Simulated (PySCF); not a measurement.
Isomers of C5H10OSi3, one GFN2-xTB conformer each. Single-point energies are computed at PBE0/pcSseg-1 (PySCF, gas phase, no added dispersion term), electronic only.

Question: Rank them by PBE0/pcSseg-1 energy, lowest first (kcal/mol).
A. `[CH:1]#[C:2][Si@@H:3]([O:4][SiH3:5])[SiH2:6][C:7]#[C:8][CH3:9]` with C2–Si3–O4–Si5 82°, C2–Si3–Si6–C7 -162°
B. `[CH:1]#[C:2][C@@H:3]1[CH:4]=[CH:5][SiH2:6][Si@@H:7]1[O:8][SiH3:9]` with Si6–Si7–O8–Si9 -73°

Answer: B (0.0), A (15.8).

As drawn, the lower has a C=C bond outside aromatic rings, which the higher lacks. GFN2-xTB itself gives, in the same order: 0.0, 19.3. Both levels put the same isomer lowest.

Question: Which frontier levels, dipoles and rotational constants go with these structures?

Answer: 
| SMILES | HOMO (eV, PBE0/pcSseg-1) | LUMO (eV) | dipole (D) | A, B, C (MHz) |
| --- | --- | --- | --- | --- |
| C#C[C@@H]1C=C[SiH2][Si@@H]1O[SiH3] | -7.23 | -0.73 | 0.49 | 1318, 858.6, 616.8 |
| C#C[Si@@H](O[SiH3])[SiH2]C#CC | -7.43 | -0.84 | 1.21 | 1286, 564.9, 420.6 |
